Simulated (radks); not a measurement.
The numbers below are computed, except where a source is named.
Li, configuration [He] 2s1. Level of theory: non-relativistic Kohn-Sham, RPBE, spin-unpolarised, spherical densities, point nucleus; without spin polarisation the odd electron is poorly described (a radial shooting solver on a logarithmic mesh with Libxc functionals).

Radial electron density D(r) = 4 pi r^2 rho(r):

```
   r/bohr * D(r) (the largest magnitude, 2.81, reaches the edge; | marks zero)
  0.03637 |   *
   0.0455 |    *
  0.05692 |       *
  0.07122 |          *
   0.0891 |               *
   0.1115 |                     *
   0.1383 |                            *
   0.1731 |                                    *
   0.2165 |                                            *
   0.2709 |                                                   *
   0.3389 |                                                      *
    0.424 |                                                     *
   0.5304 |                                              *
   0.6583 |                                    *
   0.8236 |                        *
     1.03 |             *
    1.289 |      *
    1.613 |   *
    2.018 |   *
    2.504 |    *
    3.133 |    *
    3.919 |    *
    4.904 |  *
    6.135 |*
    7.675 |*
    9.525 *
    11.92 *
```

D(r) has 2 maxima, at r = 0.358, 3.13 bohr, and minima at 1.82 bohr, inside which lie 2.05 electrons.
